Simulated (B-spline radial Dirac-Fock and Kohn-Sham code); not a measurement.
Dipole and non-dipole photoemission parameters of As 2p3/2

System: the As atom, configuration [Ar] 3d10 4s2 4p3; threshold 1323.6 eV (tabulated edge). Calculated with an atomic code on a B-spline grid, using Dirac-Hartree-Slater photoionisation with a Latter tail; cross sections with all multipoles, angular parameters from the dipole term and its interference with E2.

| hν (eV) | σ (kb) | β | γ | δ |
| --- | --- | --- | --- | --- |
| 1850 | 208 | 1.406 | 0.008 | 0.019 |
| 2650 | 78.3 | 1.467 | 0.385 | 0.033 |
| 2840 | 64.3 | 1.461 | 0.456 | 0.036 |
| 3480 | 35.8 | 1.423 | 0.660 | 0.046 |
| 4000 | 23.6 | 1.385 | 0.795 | 0.054 |
| 4940 | 12.5 | 1.313 | 0.989 | 0.070 |
| 5414.7 | ? | ? | ? | ? |
| 5870 | 7.31 | 1.244 | 1.139 | 0.086 |
| 12000 | 0.711 | 0.898 | 1.649 | 0.197 |

**Question.** Give the values at Cr Kα (5414.7 eV).

**Answer.** σ = 9.40 kb, β = 1.278, γ = 1.069, δ = 0.078.
